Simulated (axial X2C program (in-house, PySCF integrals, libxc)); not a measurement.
CTeO: properties at the nuclei

Computed with an axial X2C code built on PySCF integrals: two-component X2C with atomic mean-field Coulomb and Gaunt terms, Gaussian nuclei, basis C dyall-v3z, Te dyall-v3z, O dyall-av3z with contracted cores.

C–Te–O held linear, with bonds 1.884 and 1.828 Å (near the PBE0 minimum at charge 0 of the determinant lowest at the starting distance; the state shown can have its own minimum elsewhere, held linear; other orders of the atoms were not compared).

Input and command:
```json
{"zs": [6, 52, 8], "q": 0, "bas": ["dyall-v3z", "dyall-v3z", "dyall-av3z"], "r0": [1.95, 1.85], "symm": 0, "scan": ["PBE0", "HF", "LDA"], "levels": ["PBE0", "HF", "TPSSh"], "nst": 2}
```
```bash
python solin.py task.json out
```

Keys: zs atomic numbers; q charge; bas basis sets; r0 starting distance in Å; symm equal bonds; scan levels of the two-bond scan; levels methods; nst determinants followed.

Determinant lowest in the PBE0 search, Ω = 0 (closed shell), highest spinor 41% C p, 30% O p, 17% Te p:

| level | qzz C (a.u.) | qzz Te (a.u.) | qzz O (a.u.) | μ (D) |
| --- | --- | --- | --- | --- |
| PBE0 | 0.26 | 0.39 | 2.31 | -0.99 |
| HF | -0.02 | -2.40 | 3.28 | -1.17 |
| TPSSh | 0.29 | 1.09 | 2.18 | -0.89 |

qzz is the electric field gradient, eQq0 = 234.96 MHz × Q/barn × qzz; μ is positive if the O end (last atom) is positive. The operators were transformed with the bare-nucleus X2C matrices; with these basis sets, hyperfine constants and field gradients can be off by tens of per cent, and where levels differ in sign neither size nor sign is settled.

Question: With Q(17O) = -0.02558 barn (Q from Pyykkö, Mol. Phys. 2018), turn the PBE0 values of the first state into constants in MHz.

Answer: eQq0(17O) = 234.96 × (-0.02558) × (2.31) = -13.9 MHz.

The molecule was held linear; bending was not examined, so a bent shape may lie lower.

Each state is one determinant with collinear spin. At HF a later determinant lies lower. The search compared states at one distance, so a state with another bond length can lie lower. Further determinants of the search, some of them spin-mixed, are not shown. Where a field gradient or hyperfine factor spreads by more than a factor of two over the levels, a constant derived from it is not to be relied on.
